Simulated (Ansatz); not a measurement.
Mo(NH)2(NH2)2 (MoN₄H₆). The state is a singlet with charge 0. Geometry r2SCAN-D4/def2-SVP; atoms count from 1.

```xyz
11

Mo   -0.1787    0.0567   -0.0685
N    -0.4038    0.6048   -1.7098
H    -0.9217    0.9548   -2.5148
N    -1.6009    0.0332    0.9423
H    -2.5852    0.1620    1.1733
N     1.0952    1.2741    0.7699
H     1.0902    1.5144    1.7575
H     1.7695    1.8374    0.2591
N     0.4829   -1.7766   -0.1661
H     0.9634   -2.1680   -0.9716
H     0.2891   -2.4926    0.5287
```

In the def2 sets Mo takes a core potential; there is no spin–orbit coupling.

(1) Estimate the Mulliken populations from the PBE0/def2-TZVP orbitals of Ansatz.

(2) And the Mayer bond orders between heavy atoms (over 0.3)?

Results:

(1) 
```json
{"atom": "Mo1", "charge (e)": "1.73", "d electrons": "3.73"}
{"atom": "N2", "charge (e)": "-0.75", "d electrons": "–"}
{"atom": "H3", "charge (e)": "0.24", "d electrons": "–"}
{"atom": "N4", "charge (e)": "-0.75", "d electrons": "–"}
{"atom": "H5", "charge (e)": "0.24", "d electrons": "–"}
{"atom": "N6", "charge (e)": "-0.86", "d electrons": "–"}
{"atom": "H7", "charge (e)": "0.25", "d electrons": "–"}
{"atom": "H8", "charge (e)": "0.25", "d electrons": "–"}
{"atom": "N9", "charge (e)": "-0.86", "d electrons": "–"}
{"atom": "H10", "charge (e)": "0.25", "d electrons": "–"}
{"atom": "H11", "charge (e)": "0.25", "d electrons": "–"}
```
Mulliken values depend strongly on the basis.

(2) Mo1–N2 1.87 (1.74 Å); Mo1–N4 1.87 (1.74 Å); Mo1–N6 0.90 (1.95 Å); Mo1–N9 0.90 (1.95 Å).
